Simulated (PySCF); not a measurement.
3,3,3-trifluoro-2-methylprop-1-ene (C4H5F3), SMILES C=C(C)C(F)(F)F.

Coordinates come from a PBE0-D3(BJ)/def2-SVP optimisation.

Level of theory: PBE/def2-TZVP (PySCF).

The molecule is in vacuum.

The total energy is -454.66207 hartree, the point group is Cs and the highest occupied level comes out as -6.96 eV. The lowest empty level comes out as -1.54 eV and the orbital gap is 5.41 eV. The dipole moment is 2.14 D and the quadrupole, principal values (traceless, Buckingham form, about the centre of nuclear charge) is -3.45, 1.47, 1.99 D·Å. The mean static polarisability comes out as 51.3 bohr³ (7.60 Å³). The polarisability, principal values is 39.9, 51.3, 62.6 bohr³.
